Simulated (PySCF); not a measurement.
**LaN: frontier orbitals**

RHF at R = 1.801 Å; PySCF, spin-free X2C with a Gaussian nucleus, basis sets La x2c-SVPall, N x2c-SVPall. State: singlet, about 0.2 electrons in the 4f shell (Mulliken). Only the outer orbitals are listed, counted within each symmetry.

```json
{"orbital": "11σ", "occ.": "2", "ε (eV)": "-46.30", "on La (%)": "98", "main shells (%)": "98 La s"}
{"orbital": "12σ", "occ.": "2", "ε (eV)": "-29.83", "on La (%)": "68", "main shells (%)": "66 La p, 27 N s"}
{"orbital": "6π", "occ.": "2", "ε (eV)": "-25.81", "on La (%)": "99", "main shells (%)": "99 La p"}
{"orbital": "6π", "occ.": "2", "ε (eV)": "-25.81", "on La (%)": "99", "main shells (%)": "99 La p"}
{"orbital": "13σ", "occ.": "2", "ε (eV)": "-17.90", "on La (%)": "40", "main shells (%)": "57 N s, 25 La p, 10 La d"}
{"orbital": "7π", "occ.": "2", "ε (eV)": "-7.71", "on La (%)": "36", "main shells (%)": "64 N p, 31 La d"}
{"orbital": "7π", "occ.": "2", "ε (eV)": "-7.71", "on La (%)": "36", "main shells (%)": "64 N p, 31 La d"}
{"orbital": "14σ", "occ.": "2", "ε (eV)": "-6.62", "on La (%)": "51", "main shells (%)": "44 N p, 35 La d, 12 La p"}
{"orbital": "15σ", "occ.": "0", "ε (eV)": "-0.02", "on La (%)": "99", "main shells (%)": "82 La s, 15 La p"}
{"orbital": "8π", "occ.": "0", "ε (eV)": "2.18", "on La (%)": "99", "main shells (%)": "79 La p, 20 La d"}
{"orbital": "8π", "occ.": "0", "ε (eV)": "2.18", "on La (%)": "99", "main shells (%)": "79 La p, 20 La d"}
```

Task: Which are the highest filled and the lowest empty level, where do they sit, and how wide is the gap?

Result: Highest filled 14σ at -6.62 eV (in %: 44 N p, 35 La d, 12 La p); lowest empty 15σ at -0.02 eV (in %: 82 La s, 15 La p); the gap at RHF is 6.60 eV.

The bond order (Mayer) is 3.06. The ⟨S²⟩ is 0.000. The charge on La (Mulliken, basis-dependent) is 0.45. The charge on La (Löwdin, basis-dependent) is 0.37. The dipole moment (positive dipole means La(−)N(+)) is -8.71 D and the polarisability along the bond is 71.4 bohr³. The polarisability across the bond is 32.4 bohr³.

Spin–orbit coupling is left out.
